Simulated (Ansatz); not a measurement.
`CC[Te][SiH3]` + `C=CCCCl` → `[SiH3][Te]CCl` + `C=CCCC`  (formal exchange of groups at a Te–C bond)

Isolated molecules relaxed with PBE0-D4/def2-TZVP in Ansatz; ΔE leaves out vibrations. CCSD(T)/CBS adds triple-zeta CCSD(T) − MP2 to the extrapolated MP2 energy (def2 sets, frozen cores). DFT in def2-TZVPP. B3LYP here is the variant with VWN-RPA as its local correlation; programs differ in this. def2 core potentials past Kr. For Te outer-core shells are correlated without core-valence functions, which leaves a few kJ/mol of doubt a bond. One conformer a species, not always the lowest.

```
           level  ΔE (kJ/mol)  difference from CCSD(T)/CBS
         PBE0-D4         18.1                         -0.5
      r2SCANh-D4         18.8                          0.2
      r2SCAN0-D4         19.3                          0.7
        BHLYP-D4         18.9                          0.3
         ωB97X-V         17.8                         -0.8
         ωB97M-V         17.9                         -0.7
           B3LYP         15.9                         -2.7
           BHLYP         17.8                         -0.8
CCSD(T)/def2-SVP         22.1                          3.5
   HF/def2-TZVPP         19.5                          0.9
     CCSD(T)/CBS         18.6                            0
```

Largest T1 diagnostic among the species: 0.010.

From BLYP to BHLYP (50 % exact exchange), in def2-TZVPP and without D4, ΔE moves by +3.4 kJ/mol. Leaving LDA and LC-ωPBE aside and taking each functional with its dispersion term where it has one, the values, not all of them listed here, spread over 2.7 kJ/mol, from PBE-D4 to PBE-QIDH.
